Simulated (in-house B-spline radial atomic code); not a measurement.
A run on Ne⁷⁺ that did not converge. Method: non-relativistic PBE0, spin-polarised, spherical fractional occupations, point nucleus; computed with an all-electron radial atomic-structure program (B-spline basis).

Command:
```bash
python run_scf.py task.json out
```
Settings:
```
Z                10
configuration    [He] 3s1
hamiltonian      nr
method           pbe0
spin_polarised   True
```

First and last ten iterations of the last attempt (damped for 15 steps, keeping 80 % of the old Fock matrix, then DIIS):
```
 iter        energy (Eh)    residual
    1         -96.713103    5.78e-01
    2         -97.641031    2.37e-02
    3         -97.641416    1.88e-02
    4         -97.641659    1.49e-02
    5         -97.641812    1.19e-02
    6         -97.641910    9.42e-03
    7         -97.641971    7.48e-03
    8         -97.642010    5.93e-03
    9         -97.642034    4.71e-03
   10         -97.642050    3.74e-03
  111         -97.642077    2.79e-07
  112         -97.642077    2.82e-07
  113         -97.642077    2.83e-07
  114         -97.642077    2.83e-07
  115         -97.642077    2.81e-07
  116         -97.642077    2.08e-07
  117         -97.642077    2.11e-07
  118         -97.642077    2.11e-07
  119         -97.642077    2.08e-07
  120         -97.642077    2.79e-07
 not converged after 120 iterations
```

The smallest residual met was 2.1e-07; the threshold is about 1e-07. Over the last five steps the energy moves by less than 1e-08 hartree, but the orbitals didn't meet the threshold. Run time, properties included: 1.1 s on 1 thread of Arm Neoverse N1 (shared host).
